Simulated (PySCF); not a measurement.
Method: PBE-D3(BJ)/def2-TZVP // PBE0-D3(BJ)/def2-TZVP run with PySCF 2.14.0. Isolated molecules, 0 K electronic values unless said otherwise. 

Reference species (SMILES): `N#C[Si][SiH3]` (excited triplet) (neutral, multiplicity 3).

```json
{
  "dipole_moment": "3.94 D"
}
```

Changed species: `C#C[Si][SiH3]` (excited triplet) (X = ethynyl, multiplicity 3; the reference has X = cyano, multiplicity 3).

Q: What does the change do to the dipole moment?

A: the dipole moment falls by 3.51 D, to 0.43 D.
